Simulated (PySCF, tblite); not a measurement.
Isomers of C5H13NO3Si, one GFN2-xTB conformer each. Single-point energies are computed at PBE0/pcSseg-1 (PySCF, gas phase, no added dispersion term), electronic only.

```tsv
SMILES	GFN2-xTB relative energy (kcal/mol)
CN[Si@@H]1OCC[C@H](OC)O1	0.0
CCO[Si](O)(O)[C@H]1CCN1	12.1
```

Conformers: `[CH3:1][NH:2][Si@@H:3]1[O:4][CH2:5][CH2:6][C@H:7]([O:8][CH3:9])[O:10]1` with C1–N2–Si3–O4 -172°, C6–C7–O8–C9 180°, N2–Si3–O4–C5 -126°, Si3–O4–C5–C6 -20°, O4–C5–C6–C7 56°, C5–C6–C7–O8 57°; `[CH3:1][CH2:2][O:3][Si:4]([OH:5])([OH:6])[C@H:7]1[CH2:8][CH2:9][NH:10]1` with C1–C2–O3–Si4 -78°, C2–O3–Si4–O5 -129°, O3–Si4–O5–H -51°, O3–Si4–O6–H -152°, O3–Si4–C7–C8 -91°.

Problem. What does PBE0/pcSseg-1 give for the same structures?

Solution. 
```
                  SMILES  PBE0/pcSseg-1 E (Eh)  PBE0/pcSseg-1 (kcal/mol)  GFN2-xTB (kcal/mol)  point group
 CCO[Si](O)(O)[C@H]1CCN1            -767.64644                       0.0                 12.1           C1
CN[Si@@H]1OCC[C@H](OC)O1            -767.63568                       6.8                  0.0           C1
```

GFN2-xTB puts CN[Si@@H]1OCC[C@H](OC)O1 lowest instead. As drawn, the lower has a four-membered ring, an O–H bond and an Si–C bond, which the higher lacks.

Problem. Which frontier levels, dipoles and rotational constants go with these structures?

Solution. 
```tsv
SMILES	HOMO (eV, PBE0/pcSseg-1)	LUMO (eV)	dipole (D)	A, B, C (MHz)
CCO[Si](O)(O)[C@H]1CCN1	-5.92	0.89	1.20	1284, 1044, 758.3
CN[Si@@H]1OCC[C@H](OC)O1	-6.84	1.31	0.72	1553, 1026, 743.6
```

Problem. What happens when harmonic zero-point energies from GFN2-xTB frequencies are added?

Solution. 
| SMILES | ZPE (kcal/mol) | electronic (kcal/mol) | with ZPE (kcal/mol) |
| --- | --- | --- | --- |
| CCO[Si](O)(O)[C@H]1CCN1 | 116.6 | 0.0 | 0.0 |
| CN[Si@@H]1OCC[C@H](OC)O1 | 116.4 | 6.8 | 6.6 |

The zero-point energies span 0.2 kcal/mol. The order is unchanged.
